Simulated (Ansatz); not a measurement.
Geometry optimisation, RKS PBE/def2-SVP in Ansatz.

The input (input.yaml):

```yaml
crystal:
  periodic: [false, false, false]
  atoms:
    - { symbol: C, position_ang: [-0.9701, -0.0601, -1.4947] }
    - { symbol: B, position_ang: [-0.4854, -1.4011, -0.9394] }
    - { symbol: B, position_ang: [0.4597, -1.4736, 0.3933] }
    - { symbol: Al, position_ang: [1.1868, 0.2167, 1.4442] }
    - { symbol: "N", position_ang: [0.571, 1.9425, 0.8691] }
    - { symbol: H, position_ang: [-0.1624, 0.6558, -1.7701] }
    - { symbol: H, position_ang: [-1.6216, 0.4855, -0.7373] }
    - { symbol: H, position_ang: [-1.5896, -0.1821, -2.4217] }
    - { symbol: H, position_ang: [-0.7711, -2.3854, -1.445] }
    - { symbol: H, position_ang: [0.8636, -2.5304, 0.8079] }
    - { symbol: H, position_ang: [2.0588, 0.0428, 2.7371] }
    - { symbol: H, position_ang: [0.9976, 2.6343, 1.5856] }
    - { symbol: H, position_ang: [-0.5169, 2.0204, 0.9858] }
basis:
  gaussian: { orbitals: def2-SVP }
hamiltonian:
  xc: pbe
relax:
  f_tol: 0.015
  max_steps: 40
output:
  orbitals: {}
```

Run as:

```bash
$ ansatz run input.yaml --threads 2 --pin off --max-ram 3072MiB --backend cpu --events-out ev --progress --plain --runs-dir out
```

Q: Where does it end, and by what steps?

A: It did not converge within its limit. After 39 steps the energy has fallen by 2.496 eV; H11 moved furthest, 2.80 Å. Joined: B2–Al4 (3.33 → 2.37 Å), B3–H9 (2.39 → 1.34 Å).

| step | energy less start (eV) | largest force component (eV/Å) | accepted |
| --- | --- | --- | --- |
| 0 | 0.0000 | 2.368 | yes |
| 2 | -0.7247 | 2.524 | yes |
| 4 | -1.0374 | 0.163 | yes |
| 6 | -1.2595 | 0.609 | yes |
| 8 | -1.5549 | 0.429 | yes |
| 10 | -1.7401 | 0.409 | yes |
| 12 | -1.8389 | 0.247 | yes |
| 14 | -1.8647 | 0.263 | yes |
| 16 | -1.8846 | 0.360 | yes |
| 18 | -1.8996 | 0.227 | yes |
| 20 | -1.9122 | 0.155 | yes |
| 22 | -1.9499 | 0.534 | yes |
| 24 | -2.0862 | 0.605 | yes |
| 26 | -2.3871 | 0.572 | yes |
| 28 | -2.4360 | 0.295 | yes |
| 30 | -2.4561 | 0.210 | yes |
| 32 | -2.4724 | 0.092 | yes |
| 34 | -2.4797 | 0.230 | yes |
| 36 | -2.4871 | 0.129 | yes |
| 38 | -2.4933 | 0.190 | yes |
| 39 | -2.4958 | 0.191 | yes |

```xyz
13
Properties=species:S:1:pos:R:3
C -1.482 -0.226 -1.457
B -0.116 -0.718 -0.882
B 1.098 -1.277 -0.210
Al 0.320 0.169 1.267
N 1.229 1.721 1.254
H -1.384 0.811 -1.848
H -2.324 -0.239 -0.732
H -1.776 -0.870 -2.318
H -0.030 -1.994 -0.274
H 2.091 -1.810 0.207
H -0.725 -0.017 2.472
H 1.205 2.428 1.994
H 1.915 1.988 0.541
```

Time of the run: 66 s on 2 threads of Intel(R) Xeon(R) Platinum 8488C (Sapphire Rapids) (shared host), peak memory 0.17 GiB.
